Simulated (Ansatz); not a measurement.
Reaction (redistribution): `[AlH2][NH][SiH2][SiH3]` + `O[SiH](O)C#C[SiH3]` → `O[SiH](O)[SiH2][SiH3]` + `[AlH2][NH]C#C[SiH3]`

Program: Ansatz. Geometries: PBE0-D4/def2-TZVP. ΔE: electronic, gas phase. CBS: MP2 limit from def2 TZ/QZ plus the TZ coupled-cluster correction, frozen cores. Functionals use def2-TZVPP. B3LYP here is the variant with VWN-RPA as its local correlation; programs differ in this. One conformer a species, not always the lowest.

`[AlH2][NH][SiH2][SiH3]`:

Z-matrix (Å, degrees):
```
Si
N 1 1.732
Si 1 2.345 2 111.9
H 1 1.488 2 107.0 3 -120.2
H 1 1.493 2 112.0 3 121.7
Al 2 1.783 1 129.3 3 119.7
H 2 1.012 1 114.5 3 -59.0
H 3 1.489 1 111.4 2 176.7
H 3 1.489 1 110.7 2 -62.4
H 3 1.491 1 110.1 2 56.7
H 6 1.580 2 117.9 1 1.1
H 6 1.583 2 117.4 1 -178.7
```

`O[SiH](O)C#C[SiH3]`:

```xyz
12

O     1.254    0.745   -2.520
Si    0.989   -0.626   -1.669
O     2.345   -1.351   -1.115
C    -0.076   -0.206   -0.235
C    -0.768    0.086    0.720
Si   -1.819    0.512    2.152
H     1.272    1.577   -2.046
H     0.358   -1.585   -2.586
H     2.737   -1.030   -0.302
H    -0.963    0.661    3.354
H    -2.807   -0.572    2.369
H    -2.523    1.788    1.878
```

`O[SiH](O)[SiH2][SiH3]`:

Z-matrix (Å, degrees):
```
Si
O 1 1.648
Si 1 2.343 2 103.6
O 1 1.647 2 112.8 3 123.1
H 1 1.486 2 110.7 3 -121.9
H 2 0.959 1 117.8 3 173.6
Si 3 2.338 1 110.3 2 -45.6
H 3 1.491 1 109.5 2 -167.1
H 3 1.493 1 109.4 2 75.1
H 4 0.959 1 117.4 2 -68.0
H 7 1.488 3 111.2 1 -174.3
H 7 1.486 3 109.9 1 65.1
H 7 1.488 3 109.6 1 -54.4
```

`[AlH2][NH]C#C[SiH3]`:

Cartesian coordinates in Å:
```
Al 2.680 -1.125 -0.203
N 1.497 0.063 -0.866
C 0.256 0.266 -0.426
C -0.869 0.420 0.005
Si -2.542 0.661 0.634
H 4.075 -1.127 -0.943
H 2.228 -2.017 1.011
H 1.749 0.656 -1.647
H -2.517 1.109 2.052
H -3.234 1.696 -0.178
H -3.322 -0.602 0.560
```

(1) Is it downhill or uphill in electronic energy at CCSD(T)/CBS, and by how much? (Best estimate.)

(2) What do these levels give: PBE-D4, PBE0-D4, B3LYP-D4, ωB97M-V, PBE, B3LYP, HF/def2-TZVPP, CCSD/def2-TZVPP, HF/def2-QZVPP, MP2/def2-QZVPP, HF/CBS(def2), MP2/CBS(def2)? (Estimate.)

Largest T1 diagnostic among the species: 0.014.

Answers

(1) Ansatz gave: Uphill: ΔE = +32.8 kcal/mol.

(2) Ansatz gave: PBE-D4 22.9, PBE0-D4 24.9, B3LYP-D4 28.5, ωB97M-V 31.4, PBE 22.9, B3LYP 28.5, HF/def2-TZVPP 34.3, CCSD/def2-TZVPP 32.8, HF/def2-QZVPP 34.8, MP2/def2-QZVPP 34.6, HF/CBS(def2) 34.8, MP2/CBS(def2) 34.5 kcal/mol.

From PBE to PBE0 (25 % exact exchange), in def2-TZVPP and without D4, ΔE moves by +2.0 kcal/mol.
